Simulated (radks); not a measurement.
Results of a calculation; reference values are marked as such.
Task: The bromine ion Br2+, [Ar] 3d10 4s2 4p3. Code: a radial shooting solver on a logarithmic mesh with Libxc functionals. Model: non-relativistic Kohn-Sham, exchange-only LDA, spin-polarised, spherical densities, point nucleus. Every spin shell is full or empty, so the densities are truly spherical. Functionals are evaluated on that one density, not self-consistently. Rank these orbital-free kinetic functionals by their error against the exact value of the orbitals, and give that value: Thomas-Fermi, von Weizsacker, TF + vW, TF + vW/9, TF + vW/5, LC94, APBEK, revAPBEK, Thakkar, LKT, PG1, DePristo-Kress.

Result: Exact: 2566.33 hartree. From best to worst, with 100 (|E| - |E exact|)/|E exact| (equal figures are ties): LC94 +0.01, APBEK +0.08, DePristo-Kress -0.10, revAPBEK +0.30, Thakkar -0.50, TF + vW/9 -0.75, TF + vW/5 +3.41, Thomas-Fermi -5.95, PG1 +17.39, LKT +22.01, TF + vW +40.84, von Weizsacker -53.20.
